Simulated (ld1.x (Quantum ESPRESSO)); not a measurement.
# LDA (PZ) TM dataset for selenium (Se), scalar-relativistic all-electron reference.

- Element: Se
- Generator: ld1.x (Quantum ESPRESSO) 7.5
- Type: norm-conserving Troullier–Martins (Kleinman–Bylander form)
- Functional: LDA (PZ)
- Relativity: scalar-relativistic
- Frozen core: [Ar] 3d10
- Valence charge: 6
- Reference configuration: 4s2 4p4
- Partial waves: 4s (bound): rc 1.50 bohr; 4d channel at -0.1 Ry: rc 1.60 bohr; 4p (bound): rc 1.30 bohr
- Local potential: the p channel
- Core correction: none

All-electron outer shells of the reference configuration (LDA (PZ), scalar-relativistic, ld1.x):

```json
{"shell": "3p", "level (eV)": "-152.70", "outermost node (bohr)": "0.21", "outermost maximum (bohr)": "0.50"}
{"shell": "3d", "level (eV)": "-53.39", "outermost node (bohr)": "–", "outermost maximum (bohr)": "0.45"}
{"shell": "4s", "level (eV)": "-17.49", "outermost node (bohr)": "0.70", "outermost maximum (bohr)": "1.51"}
{"shell": "4p", "level (eV)": "-6.66", "outermost node (bohr)": "0.74", "outermost maximum (bohr)": "1.80"}
```

Q: Does the generator finish with these settings?

A: Yes, a potential is produced and its reference levels are reproduced.

Q: Estimate the cutoffs (Ry, on a coarse ladder) from which the occupation-weighted sum of valence levels, in a spherical-Bessel basis at the reference potential, stays within 10 and 1 mRy of its value at 400 Ry.

A: 60 Ry and 110 Ry.

Q: What does a ghost test show?

A: Ghost states, extra bound levels that the all-electron valence spectrum of the same l lacks: s at -1774.8 eV, d at -96.9 eV. A true bound ghost makes a file unfit for plane-wave use.

Q: Which valence shell sets the plane-wave cutoff?

A: 4p: its level needs 70 Ry to come within 1 mRy, against 50 Ry for 4s.

Q: Tests: 4s2 4p3; 4s2 4p2; 4s2 4p1; 4s1 4p4; 4s2 4p3.5; 4s2 4p4.3; 4s2 4p0. Which has the largest error in its energy relative to the reference configuration, and how large is it?

A: 4s2 4p0, with +176 meV (all-electron minus pseudo) on +105.30 eV.
